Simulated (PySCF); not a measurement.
Computed IR spectrum (relative IR intensity) of a molecule C₄H₄ClF. Geometry optimised at B3LYP-D3(BJ)/def2-SVP. The values are those of a single conformer. Level of theory: B3LYP-D3(BJ)/def2-SVP (PySCF). Frequencies are harmonic and unscaled.

Lines under 2 % of the strongest are left out, and lines within 2 cm⁻¹ are merged.

```csv
ν (cm⁻¹),relative intensity
497,3.6
576,9.7
673,32
849,3.7
925,16
1093,72
1116,65
1270,3.3
1388,2.3
1435,5.3
1443,4.9
1482,19
2086,100
3036,4.2
3113,2.2
3148,2.6
3172,2.8
```

Question: Identify the compound among the candidates.
(A) CC(Cl)=C=CF
(B) C=C(F)/C=C\Cl
(C) FC=C=CCCl
(D) FC1=C(Cl)CC1

Answer: A, CC(Cl)=C=CF
